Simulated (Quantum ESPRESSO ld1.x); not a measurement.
Values are calculated unless marked as measured or tabulated.
Question: Species: Ba I. Configuration: [Kr] 4d10 5s2 5p4 6s2 7s2 (not the ground configuration). Level of theory: Dirac Kohn-Sham, LDA (Slater exchange, Gunnarsson-Lundqvist correlation), spin-unpolarised, spherical densities, point nucleus; open shells fill j = l - 1/2 first (ld1.x of Quantum ESPRESSO 7.5).

Spin-orbit splittings of the eigenvalues, e(l+1/2) - e(l-1/2), with zeta = 2 splitting/(2l+1) and mean radii in bohr:

shell  occ.  splitting (eV)  zeta (eV)  <r> j=l-1/2  <r> j=l+1/2
2p        6           381.3      254.2      0.09197      0.09796
3p        6           73.67      49.11       0.2818       0.2937
3d       10           15.72      6.289       0.2645       0.2683
4p        6           15.51      10.34       0.6965       0.7240
4d       10               ?          ?       0.7928       0.8027
5p        4           2.433      1.622        1.765        1.836

Estimate the 4d splitting.

Answer: 2.642 eV (zeta = 1.057 eV).
